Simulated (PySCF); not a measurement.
Compound: CH2BF3S.
Bonds: B1–S2, S2–C3, C3–F4, C3–F5, C3–F6. Hydrogens: H7, H8 on B1.

The calculation used core-valence-separated Tamm–Dancoff BHandHLYP/aug-pcX-1 (pcseg-1 on H, def2-SVPD on S) in PySCF, non-relativistic, gas phase, PBE0-D3(BJ)/def2-SVP geometry.

Computed fluorine K-edge spectrum, Gaussian lines of 0.3 eV full width, highest printed point 100; it ends one width below the last computed root. No shift to experiment was applied.

(photon energy (eV), absorption): (686.3, 1), (686.4, 7), (686.5, 28), (686.6, 58), (686.7, 66), (686.8, 40), (686.9, 14), (687.0, 6), (687.1, 21), (687.2, 62), (687.3, 100), (687.4, 87), (687.5, 41), (687.6, 11), (687.7, 2), (687.8, 0), (687.9, 1), (688.0, 3), (688.1, 5), (688.2, 4), (688.3, 2), (688.4, 3), (688.5, 10), (688.6, 21), (688.7, 32), (688.8, 50), (688.9, 65), (689.0, 56)

Where are the maxima, and which lines make them up?

4 maxima:
- 686.7 eV: F4/F6 (fluorine of a CF3 group), 686.67 eV, f = 0.037, sum of 2, 100 % of the height at the exact maximum
- 687.3 eV: F5 (fluorine of a CF3 group), 687.32 eV, f = 0.035, sum of 2, 62 % of the height at the exact maximum; F4/F6 (fluorine of a CF3 group), 687.34 eV, f = 0.022, sum of 2, 38 % of the height at the exact maximum
- 688.1 eV: F4/F6 (fluorine of a CF3 group), 688.13 eV, f = 0.002, sum of 2, 94 % of the height at the exact maximum
- 688.9 eV: F4/F6 (fluorine of a CF3 group), 688.92 eV, f = 0.035, sum of 2, 96 % of the height at the exact maximum

Further lines of some strength in the range: F5, 688.65 eV, f = 0.011.

Roots within 0.03 eV on the same or equivalent atoms count as one line; shares under 12 % aren't listed.

Vibrational structure and lifetime widths aren't in the curve. The ionisation threshold wasn't computed; near and above it a finite basis only mimics Rydberg series and continuum.

Rough CPU time on one thread of a shared machine: about 21 s.

The values belong to the conformer `[BH2:1][S:2][C:3]([F:4])([F:5])[F:6]`: B1–S2–C3–F4 60°.
